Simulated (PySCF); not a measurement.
**Dipole response of Se³⁺ (selenium, charge +3)**

[Ar] 3d10 4s2 4p1, 2P determinant. Computed with PySCF 2.14 in aug-cc-pwCVTZ-PP with ECP10MDF (8s7p6d4f1g, 96 functions), with a scalar-relativistic core potential. Coupled (time-dependent) response in atomic units; α is the mean over directions.

```tsv
method	mean α (bohr³)	α xx, yy, zz	C₆ (like pair)	S(−4)
r2SCAN0	6.646	6.814, 6.310, 6.814	24.06	15.17
```

S(−4) is the Cauchy moment in α(ω) = α(0) + S(−4) ω² + …

Spin-orbit coupling is absent.

α(iu) at r2SCAN0:

```json
{"u (hartree)": "0", "α(iu) (bohr³)": "6.646"}
{"u (hartree)": "0.0500", "α(iu) (bohr³)": "6.608"}
{"u (hartree)": "0.100", "α(iu) (bohr³)": "6.498"}
{"u (hartree)": "0.200", "α(iu) (bohr³)": "6.096"}
{"u (hartree)": "0.300", "α(iu) (bohr³)": "5.537"}
{"u (hartree)": "0.500", "α(iu) (bohr³)": "4.323"}
{"u (hartree)": "0.750", "α(iu) (bohr³)": "3.094"}
{"u (hartree)": "1.00", "α(iu) (bohr³)": "2.271"}
{"u (hartree)": "1.50", "α(iu) (bohr³)": "1.378"}
{"u (hartree)": "2.00", "α(iu) (bohr³)": "0.9524"}
{"u (hartree)": "3.00", "α(iu) (bohr³)": "0.5708"}
{"u (hartree)": "5.00", "α(iu) (bohr³)": "0.3041"}
```

A single London oscillator, α(iu) = α/(1 + u²/ω²), gives C₆ = (3/4) ω α². Matching the computed C₆ needs ω = 4 × 24.06 / (3 × 6.646²) = 0.726 hartree.

For an ion, C₆ is the dispersion term alone; charge-induced terms of lower order in 1/R come first.

The components differ because the open shell of this determinant is not spherical; for a pure term their mean is the scalar polarisability.

Energies and moments cover only the electrons outside the core potential.
